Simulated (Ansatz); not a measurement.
Ca5O5⁻. Charge -1, multiplicity 2. Geometry PBE-D4/def2-SVP.

```
atom   x (Å)   y (Å)   z (Å)
 Ca1   2.627  -0.152  -0.889
 Ca2  -0.837   0.868   0.266
 Ca3  -3.128  -1.951   1.188
 Ca4   1.752   3.365  -0.782
 Ca5   0.206  -2.770   0.025
  O6  -1.653  -3.322   0.697
  O7  -2.678   0.002   0.961
  O8   3.093   1.829  -1.155
  O9  -0.076   2.843  -0.110
 O10   0.694  -0.712  -0.201
```

At PBE-D4/def2-SVPD, PBE-D4/def2-TZVPD, r2SCAN-D4/def2-TZVPD the highest occupied level of the charge -1 doublet lies above zero (up to 0.36 eV). By energy differences its removal costs 1.25 eV (vertical, to the charge 0 singlet, at PBE-D4/def2-TZVPD); a positive level beside a positive removal energy at the same level points to self-interaction error. The structure comes from a short search, and lower isomers may exist.

Q: Estimate the α-spin orbital energies around the gap (eV) in Ansatz with PBE-D4/def2-SVPD, PBE-D4/def2-TZVPD, r2SCAN-D4/def2-TZVPD, PBE0-D4/def2-SVPD, PBE0-D4/def2-TZVPD.

A: 
```tsv
orbital	PBE-D4/def2-SVPD	PBE-D4/def2-TZVPD	r2SCAN-D4/def2-TZVPD	PBE0-D4/def2-SVPD	PBE0-D4/def2-TZVPD
HOMO−5	-0.94	-0.91	-1.01	-2.10	-2.05
HOMO−4	-0.85	-0.81	-0.90	-2.06	-2.02
HOMO−3	-0.84	-0.81	-0.89	-2.02	-1.97
HOMO−2	-0.81	-0.77	-0.85	-1.95	-1.92
HOMO−1	-0.51	-0.47	-0.56	-1.69	-1.64
HOMO	0.31	0.36	0.35	-0.13	-0.09
LUMO	0.98	1.03	1.44	1.48	1.54
LUMO+1	0.99	1.04	1.49	1.48	1.55
LUMO+2	1.47	1.53	1.69	1.93	2.00
LUMO+3	1.76	1.80	1.89	2.20	2.24
LUMO+4	2.15	2.19	2.45	2.71	2.75
LUMO+5	2.33	2.39	2.75	2.76	2.83
β HOMO	-0.51	-0.46	-0.56	-1.69	-1.64
β LUMO	0.87	0.91	1.04	1.42	1.47
```
